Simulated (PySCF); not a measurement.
Start geometry of `[CH]([AlH][O]C)=C` from a GFN2-xTB structure with every atom displaced at random (by about 0.01 Å) (Å):
```
atom  x, y, z in Å
C1    -2.8589   -0.0903   -0.3232
C2    -1.6417   -0.3718   -0.6973
Al3   -0.2297    0.3303    0.4795
O4     1.4431    0.1182    0.2807
C5     2.7883   -0.0617    0.1232
H6    -3.7693   -0.3698   -0.8693
H7    -3.0497    0.5244    0.5629
H8    -1.4852   -0.9594   -1.6027
H9    -0.6291    1.1587    1.7319
H10    3.0378   -1.1209    0.1711
H11    3.1075    0.3583   -0.8137
H12    3.3267    0.4557    0.9478
```

**Question.** What comes out of this run: PySCF, PBE0-D3(BJ)/def2-SVP geometry optimisation, gas phase?

**Answer.** 
```
atom  x, y, z in Å
C1    -2.918    0.006   -0.185
C2    -1.699   -0.342   -0.629
Al3   -0.127    0.222    0.350
O4     1.406   -0.206   -0.241
C5     2.749   -0.066    0.071
H6    -3.845   -0.284   -0.697
H7    -3.054    0.606    0.725
H8    -1.650   -0.944   -1.547
H9    -0.257    1.073    1.685
H10    3.221   -1.053    0.225
H11    3.293    0.430   -0.753
H12    2.922    0.530    0.988
```

The energy falls by 4.2 kcal/mol over 13 energy and gradient evaluations, the largest force component goes from 0.0514 to 3.5e-04 Eh/bohr, and the atoms move by 0.271 Å rms after alignment. The bond that changes most is C1=C2 (terminal =CH2 carbon to alkene CH carbon), which lengthens by 0.039 Å. Bonds longer at the end by more than 0.005 Å: 6 of 11; shorter: 2. Among the angles that change most is Al3–O4–C5, from 179.6° to 140.5°. Rotational constants go from 18974, 1573, 1466 to 21400, 1583, 1487 MHz. The orientation of the end geometry is arbitrary; only internal coordinates are fixed.

The run used 109 basis functions and 87 SCF cycles in all.

Whether it is a minimum is left open (no frequencies). The numbers are those of one conformer.
